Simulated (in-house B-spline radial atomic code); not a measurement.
## RPA and G0W0 on r2SCAN0: Eu II (Eu+)

Configuration [Xe] 4f7 6s1, highest spin, mean-field start r2SCAN0. Computed with an all-electron radial atomic-structure program (B-spline basis): all electrons, scalar-relativistic (spin-free one-electron X2C), finite nucleus, each spin shell either full or empty, empty states to l = 9 with an (l + 1/2)⁻⁴ tail; G0W0 by contour deformation at full frequency.

Without the two-electron picture change, the correlation of inner shells comes somewhat too large for so heavy an element.

RPA overbinds a lone outer s electron by self-correlation, and G0W0 tends to as well.

Command:
```bash
python run_gw.py task.json out
```
Settings (radii: box in bohr, nucleus in fm):
```
Z                        63
electrons                62
configuration            [Xe] 4f7 6s1
hamiltonian              x2c
method                   r2scan0
lmax                     9
rms_radius               5.1115
spin_polarised           True
box_radius               23.78
intervals                70
ion_configuration        [Xe] 4f7
```

Run time, properties included: 19 s on 1 thread of Arm Neoverse N1, on a shared host.

Energies (hartree):

```csv
term,value
mean-field total,-10843.40351
Hartree-Fock functional on these orbitals,-10839.48302
direct second order,-6.0002
second-order exchange,1.6001
SOSEX correction,1.4697
```

(1) What is the RPA correlation energy, and what remains with SOSEX?

Quasi-particle levels (eV):

```csv
level,occupied,mean field,Σx - vxc,Σc,QP weight,G0W0
6s up,yes,-9.512,-1.00,?,?,?
5d up,no,-6.367,3.70,-1.77,0.816,-4.439
```

G0W0 = mean field + (Σx - vxc) + Σc, with Σc (partial-wave tail included) taken at the quasi-particle energy. Only the outer levels were computed. Levels of low weight are left out.

(2) Where does G0W0 put 6s up?

(3) What does it cost to remove one electron (to [Xe] 4f7) by differences of total energies, each species on its own start (correlation terms add to the Hartree-Fock functional)?

Results:

(1) RPA gives -5.1417 hartree (-2.26 eV per electron); RPA + SOSEX gives -3.672, and the second-order doubles -4.4001 hartree (no singles). RPA lacks exchange-type terms and so overcorrelates at short range.

(2) At -11.646 eV, with Σc = -1.14 eV and a quasi-particle weight of 0.933. The tabulated removal energy is 11.24 ± 0.006 eV (NIST, semi-empirical); the calculation leaves out spin-orbit coupling, Breit and QED terms, and what these don't explain is the method's own error.

(3) r2SCAN0 11.180 eV, Hartree-Fock functional 10.372 eV, + RPA 11.570 eV, + RPA + SOSEX 11.063 eV, + second order 11.835 eV. Tabulated: 11.24 ± 0.006 eV (NIST, semi-empirical); the calculation leaves out spin-orbit coupling, Breit and QED terms, and what these don't explain is the method's own error.
